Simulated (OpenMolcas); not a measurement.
Os4+: effect of the metal basis

Os4+ with its 6 nearest fluoride ions at 1.892 Å, on the Ge site of Cs2GeF6 (a = 9.021 Å, distance in the model lattice 1.804 Å). The rest of the host is ab initio model potentials to 7.6 Å and point charges beyond; the distance is set by hand and nothing relaxes.

| Item | Value |
| --- | --- |
| Program | OpenMolcas |
| Method | CASSCF |
| Spin-orbit coupling | state interaction with AMFI integrals over the reference wave functions |

Fixed: ligand basis ANO-RCC-VDZP, active space 4 electrons in 5 orbitals (5d), DKH2 Hamiltonian.

States (labels of O, the rotations of Oh). Energies in cm-1 above the lowest state or level, χT in cm3 K/mol; under a threefold ground state the first gap can be a small split of the lowest multiplet, not the spin-orbit step; 10Dq and B are least-squares fits to the states below 45000 cm-1, weighted by degeneracy, with a free offset, and given where the rms deviation is under 5 % of |10Dq| (or 100 cm-1) and under 700 cm-1.

```json
{"Run": "A", "Metal basis": "ANO-RCC-VDZP", "Ground state": "3T1", "First state of that spin": "3E 36438", "10Dq": "39327", "B (rms of fit)": "675 (204)", "First gap with spin-orbit (degeneracies)": "3749 (1, 3)", "χT at 300 K": "0.197", "First state of another spin": "1T2 8682", "Cost": "roughly 60 core-seconds"}
{"Run": "B", "Metal basis": "ANO-RCC-VTZP", "Ground state": "3T1", "First state of that spin": "3E 35938", "10Dq": "38898", "B (rms of fit)": "701 (172)", "First gap with spin-orbit (degeneracies)": "3608 (1, 3)", "χT at 300 K": "0.207", "First state of another spin": "1T2 8842", "Cost": "roughly 100 core-seconds"}
```

Against A, |10Dq| changes by -1.1 % in B.

Costs are those of the RASSCF and RASSI steps.

Without dynamic correlation the repulsion within the d shell is too large (B by tens of per cent), so at a given field states of lower spin stand too high. With metal d orbitals alone the field can be off either way by tens of per cent. Ligand-to-metal charge-transfer states are missing. With no ligand orbital active B as a rule stays too high, so bands that hang on it stand too high and its fall with covalency is understated. The least metal-like active orbital is 72 % on the metal (Löwdin) and no ligand orbital is active, so the numbers are rough (holds for A). The least metal-like active orbital is 73 % on the metal (Löwdin) and no ligand orbital is active, so the numbers are rough (holds for B). No measured value stands beside these numbers; the geometry was set by hand and not optimised.
